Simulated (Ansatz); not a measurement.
Ansatz results at the PBE0-D4/def2-TZVP geometry: HOMO energy (B3LYP/def2-TZVPP) -8.29 eV; HOMO–LUMO gap (PBE/def2-TZVPP) 5.08 eV; LUMO energy (PBE/def2-TZVPP) -2.03 eV.

Q: Which molecule gave them?
A. `O[SiH2][SiH](F)S`
B. `B[C](F)(Cl)[GeH3]`
C. `N=C(N)F`
D. `ClC1(Br)C[SiH2]1`

A: B. The others give `ClC1(Br)C[SiH2]1`: -6.92, 4.13, -1.85; `N=C(N)F`: -7.31, 6.15, -0.02; `O[SiH2][SiH](F)S`: -7.78, 5.08, -1.69.

B3LYP here is the variant with VWN-RPA as its local correlation; programs differ in this.
